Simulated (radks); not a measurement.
Q: Isoelectronic series with 65 electrons, all held in the configuration [Xe] 4f9 6s2, which need not be the ground one along the series. Method: Dirac Kohn-Sham, LDA (Slater exchange, Perdew-Wang correlation), spin-unpolarised, spherical densities, finite nucleus; open shells fill j = l - 1/2 first; Fermi nuclear charge, rms radius of each element as measured or else 0.836 A^(1/3) + 0.57 fm; computed with a radial shooting solver on a logarithmic mesh with Libxc functionals. Total energies (hartree) and orbital eigenvalues (eV):

ion,E (hartree),4f7/2,4f5/2,6s1/2,5p3/2
Tb,-11710.2675,-2.7560,-3.5396,-3.8495,-23.6262
Dy+,-12158.9218,-17.6241,-18.5672,-10.6548,-35.7567
Ho2+,-12617.8688,-36.1306,-37.2453,-19.0368,-50.2081
Er3+,-13087.0543,-57.5151,-58.8155,-28.7335,-66.4630
Tm4+,-13566.5944,-81.4444,-82.9462,-39.6212,-84.3155
Yb5+,-14056.4674,-107.7227,-109.4426,-51.6267,-103.6529
Lu6+,-14556.8120,-136.2180,-138.1738,-64.7018,-124.4031
Hf7+,-15067.7519,-166.8351,-169.0456,-78.8127,-146.5162
W9+,-16121.5973,-234.1640,-236.9443,-110.0487,-194.6941
Re10+,-16664.7222,-270.7748,-273.8723,-127.1417,-220.7093
Os11+,-17218.7485,-309.2984,-312.7361,-145.2028,-247.9845
Ir12+,-17783.8723,-349.7039,-353.5058,-164.2250,-276.5055

Estimate the row of Ta8+.

A: E (hartree) -15589.3130; 4f7/2 -199.5025; 4f5/2 -201.9875; 6s1/2 -93.9344; 5p3/2 -169.9558.
